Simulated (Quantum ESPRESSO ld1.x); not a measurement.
Task: All-electron atom: Sb XXVII in [Ar] 3d7 (the NIST ground configuration). Method: Dirac Kohn-Sham, LDA (Slater exchange, Perdew-Zunger correlation), spin-unpolarised, spherical densities, point nucleus; open shells are shared between the two j in proportion to 2j + 1; computed with ld1.x of Quantum ESPRESSO 7.5. Some entries of the table are withheld. Estimate them.

orbital  occ.  eigenvalue (eV)  <r^2> (bohr^2)
1s1/2       2         -31247.9        0.001096
2s1/2       2         -5578.78             (1)
2p1/2       2              (2)         0.01301
2p3/2       4              (3)         0.01428
3s1/2       2         -1778.09          0.1153
3p1/2       2         -1663.04          0.1086
3p3/2       4         -1611.21          0.1154
3d3/2     2.8              (4)         0.09322
3d5/2     4.2              (5)         0.09508
4s1/2       0         -842.809          0.4621
4p1/2       0         -796.729          0.4672
4p3/2       0         -780.129          0.4874

Result: 
(1) 2s1/2 <r^2> (bohr^2): 0.01756
(2) 2p1/2 eigenvalue (eV): -5290.39
(3) 2p3/2 eigenvalue (eV): -5037.24
(4) 3d3/2 eigenvalue (eV): -1415.65
(5) 3d5/2 eigenvalue (eV): -1404.32
